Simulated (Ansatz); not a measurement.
All numbers were calculated with Ansatz.

A structure relaxed at PBE0-D4/def2-TZVP, charge 0, multiplicity 1:

```xyz
13

C     1.046   -0.763    0.678
C    -0.289   -0.223    0.170
C    -0.599    1.158    0.749
Al   -0.474   -0.241   -1.780
Cl    0.717   -1.557   -2.915
H     1.262   -1.761    0.292
H     1.878   -0.116    0.381
H     1.058   -0.818    1.773
H    -1.080   -0.909    0.514
H    -1.565    1.546    0.412
H     0.162    1.892    0.466
H    -0.621    1.132    1.845
H    -1.495    0.659   -2.586
```

Question: Give its formula and SMILES.

Answer: C3H8AlCl, `C[CH](C)[AlH][Cl]`.

Question: Point group (tolerance 0.08 Å, 0.16 Å for H)?

Answer: C1.

Question: Summarise the bond lengths by kind.

Answer: 2 × C–C 1.527 to 1.530 Å; 7 × C–H 1.092 to 1.102 Å; 1 × Al–C 1.959 Å; 1 × Al–Cl 2.107 Å; 1 × Al–H 1.582 Å.
